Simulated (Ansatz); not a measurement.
Cost and result for the atomization energy of C2H9NOSi (`CN[SiH2]OC`) (14 atoms, 13 bonds).

```xyz
14

C     0.393   -1.304    1.641
N     0.422    0.074    1.202
Si   -0.789    0.847    0.287
O    -0.970    0.321   -1.262
C     0.061    0.411   -2.214
H     0.700   -1.399    2.687
H    -0.628   -1.688    1.569
H     1.030   -1.961    1.037
H     1.305    0.537    1.339
H    -0.408    2.286    0.285
H    -2.121    0.581    0.877
H    -0.313    0.030   -3.166
H     0.385    1.449   -2.362
H     0.933   -0.185   -1.921
```

The species carries charge 0 and has multiplicity 1. The geometry is a stationary point of PBE0-D4/def2-TZVP. It is one conformer, not always the lowest. Program: Ansatz. All runs use 2 threads of an AMD EPYC 7R13 on a shared host and a share of an NVIDIA H100 80 GB. Times are those of one run each, without the atoms' runs, and a repeat can differ threefold. Electronic energies, without spin–orbit coupling; frozen cores. CCSD(T)/CBS adds CCSD(T) − MP2 in def2-TZVPP to the MP2 limit, and its time is that of the two runs behind it. T1 = 0.011. B3LYP takes the VWN-RPA correlation (the form of Gaussian; ORCA's B3LYP/G).

CCSD(T)/CBS is a level of theory with its own doubt, some kJ/mol a heavy atom from the limit and from the frozen cores, so smaller differences don't rank the functionals.

```
                             level  functions  wall time  atomization (kcal/mol)  difference from CCSD(T)/CBS  per bond
                PBE0-D4/def2-TZVPP        292      1.6 s                  1225.0                         -5.3      -0.4
   PBE-D4/def2-TZVPP (with forces)        292      1.8 s                  1243.5                         13.2       1.0
                 B2PLYP/def2-TZVPP        292      1.9 s                  1216.9                        -13.4      -1.0
 B3LYP-D4/def2-TZVPP (with forces)        292      1.9 s                  1231.4                          1.1       0.1
r2SCAN-D4/def2-TZVPP (with forces)        292        2 s                  1226.3                         -4.0      -0.3
                ωB97X-V/def2-TZVPP        292      2.1 s                  1233.5                          3.2       0.3
  ωB97M-V/def2-TZVPP (with forces)        292      2.7 s                  1233.0                          2.7       0.2
                    MP2/def2-QZVPP        568      2.8 s                  1228.9                         -1.4      -0.1
                CCSD(T)/def2-TZVPP        292      3.2 s                  1197.6                        -32.7      -2.5
                 CCSD(T)/CBS(def2)          –        6 s                  1230.3                          0.0       0.0
```

From PBE to PBE0 (25 % exact exchange), in def2-TZVPP and without D4, the atomization energy moves by −17.6 kcal/mol: exact exchange takes away binding that semilocal exchange gives to molecules. The D4 term adds +9.8 kcal/mol with B3LYP and +5.2 kcal/mol with PBE0; it sums over pairs of atoms, weighted by their polarisabilities, and B3LYP, whose exchange is more repulsive, gets the larger term. In def2-TZVPP, CCSD(T) changes the Hartree–Fock value by +302.8 kcal/mol (the triples alone add +15.0 kcal/mol) and MP2 by +314.6 kcal/mol; breaking electron pairs costs correlation energy, which Hartree–Fock lacks.
